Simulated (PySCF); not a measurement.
**Calculated NMR data**

How the numbers were obtained: PBE0/pcSseg-1 with gauge-including orbitals, GFN2-xTB geometry, in PySCF 2.14 (non-relativistic, no solvent model, one computed conformer, rapidly exchanging positions averaged).

References, each an isolated molecule treated in the same way: 1H (σref 31.72) and 13C (σref 186.93) against TMS. Splittings of carbon signals by F and P are missing where no couplings were computed. Where no couplings were computed, multiplicities follow the n + 1 count of equivalent neighbours, and m marks all less simple cases (inequivalent or close neighbours, rings, F or P nearby). Shifts are as computed. Against solution values, carbons near 30 ppm lie about +3 ppm off and those near 130 ppm about +5 ppm. Of 1211 compounds with measured shifts, 218 miss one by over three times the rms of a fit or turn the order of signals round; such compounds aren't used in these exercises.

**1.** SMILES C1=CC1OC1C[SiH2]C1, C6H10OSi. 1H NMR (400 MHz, computed): δ 7.92 (m, 2H), 4.56 (m, 1H), 4.39 (m, 1H), 4.04 (m, 1H), 4.01 (m, 1H), 1.83 (m, 2H), 1.74 (m, 2H). 13C{1H} NMR (computed): δ 130.5, 73.3, 49.2, 20.7.

**2.** SMILES c1pc(C)cc(OC)p1, C6H8OP2. 1H NMR (400 MHz, computed): δ 10.65 (m, 1H), 8.09 (m, 1H), 4.26 (s, 3H), 3.01 (m, 3H). 13C{1H} NMR (computed): δ 204.5 (C), 193.8 (CH), 179.2 (C), 131.6 (CH), 60.0 (CH3), 28.9 (CH3).
